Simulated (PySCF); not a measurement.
Si(OSiH3)(H)2(Me) (CH8OSi2), SMILES O([SiH2]C)[SiH3]. Heavy atoms are numbered as in [SiH2:1]([CH3:2])[O:3][SiH3:4]. Hydrogens are named by the atom that carries them.

Geometry optimised at PBE0-D3(BJ)/def2-SVP. One conformer was computed; it need not be the lowest.

All values below come from PBE/pcSseg-1 (PySCF).

GIAO shieldings, no solvent; atoms alike by connectivity are averaged. δ = σ(ref) − σ: ²⁹Si against TMS (σ = 335.4 ppm); ¹³C against TMS (σ = 182.0 ppm); ¹⁷O against H2O (σ = 334.3 ppm); ¹H against TMS (σ = 31.49 ppm), references at their B3LYP-D3(BJ)/def2-TZVP geometries, non-relativistic.

```
nucleus       atoms  count  δ (ppm)
-------  ----------  -----  -------
²⁹Si     Si1 (SiH2)      1    -12.9
²⁹Si     Si4 (SiH3)      1    -39.0
¹³C        C2 (CH3)      1      1.1
¹⁷O              O3      1     21.5
¹H         H on Si1      2     5.56
¹H         H on Si4      3     5.52
¹H          H on C2      3     0.64
```
